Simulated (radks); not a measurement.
Initial-state core-level shifts of the erbium ion Er+ when its valence configuration changes from [Xe] 4f12 6s1. Calculated with a radial shooting solver on a logarithmic mesh with Libxc functionals: scalar-relativistic Kohn-Sham, PBE, spin-unpolarised, spherical densities, finite nucleus; Fermi nuclear charge, rms radius 5.2516 fm. Shifts are changes of the shell-averaged eigenvalues in eV (positive: less bound); the change of the density at the nucleus, which sets a Mossbauer isomer shift, is in e/bohr^3, on a base of 9.197e+05.

valence,1s,3d,5s,5p,density at nucleus
4f12 6s0.5 6p0.5,-0.720,-0.703,-0.741,-0.727,-20.23
4f11 6s2,-8.858,-10.066,-6.354,-5.417,+94.80
4f11.5 6s1.5,-4.184,-4.739,-3.081,-2.637,+43.47
4f11.5 6s1 6p0.5,-4.903,-5.447,-3.809,-3.348,+21.76
4f12 5d1,+1.420,+1.449,+1.631,+1.532,-42.49
4f10 5d1 6p2,-19.365,-22.045,-13.216,-11.356,+37.55
4f11 6s1 6p1,-10.267,-11.457,-7.761,-6.788,+47.18
4f10.5 5d1 6s1.5,-11.485,-13.375,-7.250,-5.980,+88.24
4f11 5d1 6s1,-6.690,-7.847,-4.072,-3.302,+37.67
